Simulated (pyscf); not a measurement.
H₃C–CH•–NH₂, doublet

Gas-phase minimum from PySCF at ωB97X-D3(BJ)/def2-SVP, one conformer. Other isomers of H₃C–CH•–NH₂ were not searched in full and may lie lower. 

```
C
H 1 1.0960
N 1 1.3997 2 114.71
H 3 1.0155 1 114.66 2 40.36
H 3 1.0173 4 110.48 1 -130.96
C 1 1.4945 2 119.15 3 -147.25
H 6 1.1006 1 110.92 2 -39.70
H 6 1.1060 7 107.39 1 121.92
H 6 1.1101 7 107.52 8 114.45
```
Charge 0, spin multiplicity 2.

Properties at ωB97X-D3(BJ)/def2-SVP:

| Item | Result |
|---|---|
| Harmonic wavenumbers, unscaled | 184, 327, 393, 591, 701, 947, 994, 1025, 1204, 1298, 1386, 1452, 1464, 1485, 1633, 2998, 3076, 3156, 3196, 3568, 3675 cm⁻¹ |
| Zero-point energy | 49.7 kcal/mol |
| Rotational symmetry number | 1 |
| Entropy of this conformer at 298 K and 1 atm, rigid rotor and harmonic oscillator, modes under 100 cm⁻¹ raised to 100 | 278.7 J/(mol K) |
| Dipole moment | 1.06 D |
| Spin expectation value S2 | 0.753 |

Single-point totals, which compare only within one level (frozen core for MP2 and CC):

```
level                   total energy (hartree)
----------------------  ----------------------
ωB97X-D3(BJ)/def2-TZVP              -134.63434
PBE/def2-TZVP                       -134.39100
r²SCAN/def2-TZVP                    -134.48990
B3LYP-D3(BJ)/def2-TZVP              -134.58682
PBE0-D3(BJ)/def2-TZVP               -134.41205
M06-2X/def2-TZVP                    -134.49847
ωB97M-D3(BJ)/def2-TZVP              -134.60101
UHF/def2-TZVPP                      -133.68719
MP2/def2-TZVPP                      -134.22901
CCSD/def2-TZVPP                     -134.26395
CCSD(T)/def2-TZVPP                  -134.28552
```

Soft torsions are taken as harmonic, which can shift the entropy by several J/(mol K). The CCSD(T) − MP2 part came from Ansatz, without density fitting, on the same reference.
